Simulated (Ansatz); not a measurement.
(NaCl)2 ring (Na2Cl2). The state is a singlet with charge 0. Geometry relaxed at B3LYP-D4/def2-TZVP.

| atom | x (Å) | y (Å) | z (Å) |
| --- | --- | --- | --- |
| Na1 | -1.244 | 0.980 | -0.004 |
| Cl2 | -1.012 | -1.280 | 1.121 |
| Na3 | 1.244 | -0.980 | 0.004 |
| Cl4 | 1.012 | 1.280 | -1.121 |

Q: Estimate the harmonic wavenumbers at RKS B3LYP-D4/def2-TZVP (Ansatz, unscaled). Is this a minimum?

A: 92, 136, 231, 238, 267, 286 cm⁻¹. Yes, no mode is imaginary beyond noise. Zero-point energy 7.5 kJ/mol. Run time 70 s (4 threads of Intel Xeon on a shared host).
